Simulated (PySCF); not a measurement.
CH₈Si₂, SMILES C[SiH2][SiH3]. Atoms are numbered in the order given.

```xyz
11

Si    -0.2238     1.5680     0.0000
Si     0.6441    -0.6184     0.0000
C     -0.7507    -1.8966     0.0000
H      0.8692     2.5860     0.0000
H     -1.0740     1.7875    -1.2099
H     -1.0740     1.7875     1.2099
H      1.5085    -0.7973     1.2070
H      1.5085    -0.7973    -1.2070
H     -1.3868    -1.7801    -0.8916
H     -1.3868    -1.7801     0.8916
H     -0.3444    -2.9205     0.0000
```
Charge 0, spin multiplicity 1.

Geometry optimised at B3LYP-D3(BJ)/def2-SVP.

Calculation: CAM-B3LYP/def2-TZVPD run with PySCF.

Isolated molecule, no solvent.

| Property | Value |
|---|---|
| total energy | -621.91503 hartree |
| point group | Cs |
| highest occupied level | -9.30 eV |
| lowest empty level | 0.66 eV |
| orbital gap | 9.96 eV |
| dipole moment | 0.83 D |
| quadrupole, principal values (traceless, Buckingham form, about the centre of nuclear charge) | -1.38, 0.27, 1.11 D·Å |
| mean static polarisability | 74.2 bohr³ (10.99 Å³) |
| polarisability, principal values | 65.2, 70.7, 86.6 bohr³ |
